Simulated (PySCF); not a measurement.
Species: CH5GaS.
Numbering: `[CH3:1][S:2][GaH2:3]` (hydrogens: H4, H5, H6 on C1; H7, H8 on Ga3)

Method: PBE0-D3(BJ)/def2-SVP geometry optimisation, gas phase (PySCF); density fitting, grid level 1; the optimiser is geomeTRIC in internal coordinates, started from a GFN2-xTB structure with every atom displaced at random (about 0.01 Å).

Step 0: E = -64309.4826 eV
```
atom  x, y, z in Å  |  force x, y, z in eV/Å
C1     -1.3392   -0.1095   -0.1367    0.161   0.954  -0.296
S2     -0.0918   -1.3574    0.2502    0.644   0.057   0.045
Ga3     1.6701   -0.0270    0.1844    0.621   0.023   0.078
H4     -0.8637    0.9041   -0.2588   -0.526  -0.732   0.106
H5     -2.0809   -0.0739    0.6620   -0.156   0.078   0.256
H6     -1.8555   -0.3711   -1.0660   -0.022  -0.041  -0.165
H7      3.1793   -0.4947    0.4327   -0.510  -0.137  -0.031
H8      1.4369    1.5104   -0.1203   -0.212  -0.201   0.007
```

Step 1: E = -64309.5722 eV
```
atom  x, y, z in Å  |  force x, y, z in eV/Å
C1     -1.3713   -0.1077   -0.1416    0.012   0.150  -0.052
S2     -0.0229   -1.2760    0.2400    0.082   0.109  -0.017
Ga3     1.7351    0.0335    0.1806    0.294  -0.006   0.043
H4     -0.9973    0.9208   -0.2742   -0.055  -0.119   0.035
H5     -2.1028   -0.1217    0.6750   -0.026   0.009   0.082
H6     -1.8747   -0.4208   -1.0645   -0.004  -0.042  -0.069
H7      3.1451   -0.6114    0.4516   -0.173  -0.030  -0.014
H8      1.5439    1.5643   -0.1193   -0.130  -0.070  -0.007
```

Question: Estimate the geometry and energy of step 2. (The exact step hangs on the optimiser's Hessian estimate; all steps are aligned on step 1, rigid shifts and turns removed.)

Answer: E = -64309.5808 eV, largest force 0.134 eV/Å
```
atom  x, y, z in Å  |  force x, y, z in eV/Å
C1     -1.3742   -0.1050   -0.1426   -0.044  -0.029  -0.011
S2     -0.0086   -1.2573    0.2363   -0.021   0.061  -0.011
Ga3     1.7514    0.0430    0.1823    0.131   0.028   0.004
H4     -1.0177    0.9253   -0.2721    0.015   0.017   0.004
H5     -2.1026   -0.1304    0.6796    0.010  -0.004   0.003
H6     -1.8724   -0.4278   -1.0674    0.012  -0.009   0.008
H7      3.1332   -0.6335    0.4563   -0.022  -0.045   0.008
H8      1.5461    1.5666   -0.1248   -0.082  -0.020  -0.005
```

The energy changes by -0.0086 eV. The first-order estimate −F·Δx gives -0.0122 eV and the mean of the old and new forces, exact on a quadratic surface, -0.0083 eV. The step makes an angle of 56° with the force vector and moves no atom by more than 0.025 Å.

The cost below is that of the whole optimisation. Hardware: one thread, Arm Neoverse V1 (aarch64), shared host. Cost: 14 s, 0.36 GiB resident at most.
